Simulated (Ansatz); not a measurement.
Computed with Ansatz on PBE0-D4/def2-TZVP structures; ΔE is electronic, products minus reactants. CCSD(T)/CBS is the MP2 limit (def2-TZVPP, def2-QZVPP) plus CCSD(T) − MP2 in def2-TZVPP, frozen cores. Double bonds are as drawn, so ΔE can hold a change between cis and trans. Functionals use def2-TZVPP. B3LYP here is the variant with VWN-RPA as its local correlation; programs differ in this. One conformer a species, not always the lowest.

Consider the redistribution: `O[SiH2]/C=C\[SiH](O)O` + `Cl[SiH2]S[SiH](Cl)Cl` → `O[SiH2]S[SiH](Cl)Cl` + `O[SiH](O)/C=C\[SiH2]Cl`.

`O[SiH2]/C=C\[SiH](O)O`:

Z-matrix (Å, degrees):
```
Si
C 1 1.867
O 1 1.637 2 112.9
H 1 1.485 2 109.0 3 -118.6
H 1 1.491 2 106.9 3 124.5
C 2 1.338 1 128.6 3 -3.6
H 2 1.094 1 114.4 3 177.0
H 3 0.968 1 116.3 2 49.5
Si 6 1.853 2 129.3 1 0.7
H 6 1.092 2 117.7 1 -179.9
O 9 1.645 6 108.0 2 -167.3
O 9 1.659 6 107.9 2 -49.5
H 9 1.487 6 114.0 2 72.7
H 11 0.957 9 117.4 6 -126.7
H 12 0.959 9 116.8 6 -160.3
```

`Cl[SiH2]S[SiH](Cl)Cl`:

```xyz
9

Cl   -1.232   -1.109    2.147
Si    0.253    0.204    1.646
S     1.394   -0.450   -0.036
Si    0.065   -0.185   -1.664
Cl   -1.464   -1.530   -1.644
Cl   -0.745    1.688   -1.697
H    -0.369    1.516    1.387
H     1.236    0.251    2.748
H     0.862   -0.385   -2.885
```

`O[SiH2]S[SiH](Cl)Cl`:

Cartesian coordinates in Å:
```
O 0.056 -1.654 -1.637
Si 0.904 -0.333 -1.189
S -0.353 1.364 -0.754
Si -0.655 0.918 1.279
Cl -1.363 -1.002 1.522
Cl -2.032 2.221 2.016
H -0.578 -1.999 -1.004
H 1.723 -0.580 0.026
H 1.727 0.056 -2.349
H 0.571 1.008 2.091
```

`O[SiH](O)/C=C\[SiH2]Cl`:

Z-matrix (Å, degrees):
```
Si
O 1 1.650
C 1 1.849 2 101.5
O 1 1.638 2 113.5 3 -121.2
H 1 1.480 2 110.9 3 122.5
H 2 0.958 1 120.0 3 -159.8
C 3 1.338 1 123.6 2 7.4
H 3 1.091 1 118.4 2 -172.0
H 4 0.959 1 117.8 2 64.9
Si 7 1.876 3 128.9 1 1.5
H 7 1.091 3 118.1 1 -179.2
Cl 10 2.080 7 103.5 3 173.4
H 10 1.477 7 114.6 3 -72.9
H 10 1.478 7 114.5 3 59.9
```

```
             level  ΔE (kJ/mol)  difference from CCSD(T)/CBS
            PBE-D4        -12.2                          3.6
         r2SCAN-D4        -14.6                          1.2
           PBE0-D4        -13.8                          2.0
          B3LYP-D4         -9.7                          6.1
           ωB97M-V        -17.7                         -1.9
            B2PLYP        -14.5                          1.3
            r2SCAN        -15.2                          0.6
              PBE0        -15.9                         -0.1
             B3LYP        -12.9                          2.9
    MP2/def2-TZVPP        -16.6                         -0.8
SCS-MP2/def2-TZVPP        -16.5                         -0.7
   CCSD/def2-TZVPP        -16.2                         -0.4
SCS-MP2/def2-QZVPP        -16.4                         -0.6
      HF/CBS(def2)        -17.2                         -1.4
     MP2/CBS(def2)        -16.5                         -0.7
    CCSD/CBS(def2)        -16.0                         -0.2
       CCSD(T)/CBS        -15.8                            0
```

Largest T1 diagnostic among the species: 0.012.

The D4 term adds +3.3 kJ/mol with B3LYP and +2.1 kJ/mol with PBE0; it sums over pairs of atoms, weighted by their polarisabilities, and B3LYP, whose exchange is more repulsive, gets the larger term.
